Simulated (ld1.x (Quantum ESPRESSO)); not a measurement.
## What one change does to a pseudopotential (Rh, PAW)

* Element: rhodium
* Generator: ld1.x (Quantum ESPRESSO) 7.5
* Type: PAW
* Functional: PBEsol
* Relativity: scalar-relativistic
* Frozen core: [Kr]
* Valence charge: 9
* Reference configuration: 4d9 5s0 5p0
* Partial waves: 5s (bound, empty): rcut 2.40, rcutus 3.05 bohr; 5s channel at 1.15 Ry: rcut 2.40, rcutus 3.05 bohr; 5p (bound, empty): rcut 3.30, rcutus 3.65 bohr; 5p channel at 0.35 Ry: rcut 3.30, rcutus 3.65 bohr; 4d (bound): rcut 1.85, rcutus 2.15 bohr; 4d channel at 1.3 Ry: rcut 1.85, rcutus 2.15 bohr
* Local potential: all-electron potential smoothed inside 1.90 bohr (lloc = -1)
* Core correction: Bessel-smoothed model core inside 2.05 bohr
* Augmentation charge: BESSEL, radius 2.00 bohr

Change: all radii but the core radius scaled by about 0.89 (s 2.72, p 3.26, d 1.92 bohr, rcut 2.14/2.94/1.64); local potential all-electron potential smoothed inside 1.70 bohr (lloc = -1); augmentation BESSEL, radius 1.78 bohr.

Cutoffs: the cutoffs (Ry, on a coarse ladder) from which the occupation-weighted sum of valence levels, in a spherical-Bessel basis at the reference potential, stays within 10 and 1 mRy of its value at 400 Ry; they do not see the model core or the augmentation charge, which bear on the density cutoff. Errors are all-electron minus pseudo energies relative to the spin-unpolarised reference configuration.

Predict the effect on cutoff, ghosts and configuration errors.

The potential gets harder (21 Ry and 40 Ry → 30 Ry and 50 Ry); both files keep a bound ghost (s); of the 7 tests that both files solve, the error grows in 0 and shrinks in 3 by more than 15 % and 0.3 meV (median size 147.1 → 116.9 meV). A smaller radius makes the pseudo-wave follow the all-electron one further in, where it bends more sharply, so more plane waves are needed. Less of the atom is replaced, so other configurations are described better.

```tsv
quantity	base	changed
cutoff, loose	21 Ry	30 Ry
cutoff, tight	40 Ry	50 Ry
bound ghosts	s	s
error for 4d8 5s1 5p0, meV [ΔE 0.91 eV]	-26	-21
error for 4d8 5s0 5p0, meV [ΔE 8.37 eV]	-18	-18
error for 4d7 5s0 5p0, meV [ΔE 27.88 eV]	-157	-155
error for 4d7 5s2 5p0, meV [ΔE 3.37 eV]	-168	-117
error for 4d8 5s0 5p1, meV [ΔE 4.58 eV]	-17	-16
error for 4d7 5s1 5p0, meV [ΔE 12.06 eV]	-147	-123
error for 4d5 5s0 5p0, meV [ΔE 107.30 eV]	-1596	-1559
lowest overlap eigenvalue by channel	s 0.30, p 0.45, d 0.27	s 0.29, p 0.41, d 0.77
```

Base: These tests converged, but a pseudo level misses the all-electron one widely, so the file describes the atom poorly there or has found another state: 4d5 5s0 5p0: empty 5p by 8.7 eV (a node warning on the way). A true bound ghost makes a file unfit for plane-wave use even where its test errors are small: the radial tests pick states by their node count and pass the ghost by.
